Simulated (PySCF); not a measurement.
# Dipole moment and polarisability across levels of theory

Species: C₃H₁₁Ge₂N.
SMILES: `C=[C](C)[GeH2][NH][GeH3]`

PySCF, dipoles from the SCF density, polarisabilities from static response with core orbitals frozen. Isolated species at its PBE0-D3(BJ)/def2-SVP geometry (one conformer only). The LDA/def2-SVPD calculation is non-relativistic and has no spin–orbit coupling, an omission that weighs most on germanium.

Task: Compare the levels for these properties.

Result: 

| level | μ (D) | α (Å³) | anisotropy (Å³) |
| --- | --- | --- | --- |
| LDA/def2-SVPD | 0.723 | 16.83 | 5.13 |
| PBE/def2-SVPD | 0.757 | 16.48 | 5.02 |
| B3LYP/def2-SVPD | 0.752 | 15.97 | 4.59 |
| PBE0/def2-SVPD | 0.745 | 15.82 | 4.55 |
| BHandHLYP/def2-SVPD | 0.741 | 15.35 | 4.18 |
| CAM-B3LYP/def2-SVPD | 0.727 | 15.68 | 4.33 |
| wB97X-D/def2-SVPD | 0.744 | 15.67 | 4.28 |
| LC-wPBE/def2-SVPD | 0.724 | 15.24 | 4.10 |
| HF/def2-SVPD | 0.794 | 14.72 | 3.75 |
| PBE0/6-31G* | 0.759 | 13.15 | 4.67 |
| PBE0/def2-SVP | 0.742 | 13.89 | 4.58 |
| PBE0/aug-cc-pVDZ | 0.730 | 16.17 | 4.62 |
| PBE0/def2-TZVP | 0.769 | 15.37 | 4.66 |

The anisotropy is √(½[(α1 − α2)² + (α2 − α3)² + (α3 − α1)²]). The dipole runs from 0.72 D (LDA/def2-SVPD) to 0.79 D (HF/def2-SVPD). No reference polarisability is at hand; against PBE0 in the largest diffuse basis at hand (aug-cc-pVDZ) the other PBE0 rows deviate by 6-31G* -19%, def2-SVP -14%, def2-SVPD -2%, def2-TZVP -5%. In one basis (def2-SVPD) the functionals order the polarisability from HF (lowest) to LDA (highest), a spread of 14%. With PBE0 the polarisability is 14.14 Å³ without diffuse functions (mean of 6-31G*, def2-SVP and def2-TZVP) and 15.99 Å³ with them (mean of def2-SVPD and aug-cc-pVDZ).
